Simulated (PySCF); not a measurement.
Adding and removing an electron: MgPb

ROHF; basis Mg def2-SVP, Pb def2-SVP with ECP60; scalar-relativistic core potentials; PySCF 2.14. Neutral (ROHF): triplet (π ↑↑), Re = 3.145 Å, ωe = 100 cm⁻¹, De = 0.16 eV, HOMO -6.43 eV, LUMO -0.49 eV.

MgPb⁺ (ROHF): doublet (π ↑), Re = 3.140 Å, ωe = 154 cm⁻¹. The energies at the minima are -391.37030 hartree for MgPb and -391.16242 for MgPb⁺.

**Question.** Work out the adiabatic ionisation energy, without and with harmonic zero-point energies (1 hartree = 27.2114 eV, 1 eV = 8065.5 cm⁻¹), and the change of the bond length.

**Answer.** At ROHF: 0.20788 hartree = 5.657 eV between the minima; the zero-point term (154.0 − 100.0)/2 cm⁻¹ = +0.003 eV makes it 5.660 eV. Re changes by -0.5 pm against the neutral. The electron leaves a π orbital, and the small change of length marks it as nearly non-bonding.

Spin–orbit coupling is left out, which matters for elements this heavy, above all for dissociation energies. UHF is strongly spin-contaminated for MgPb, MgPb⁺, so the ROHF reference used there is far from stable. Hartree–Fock leaves out correlation, which carries a large part of most bond energies and some tenths to 1 eV of ionisation energies. States were picked by a PBE0 search and need not be the measured ground states.
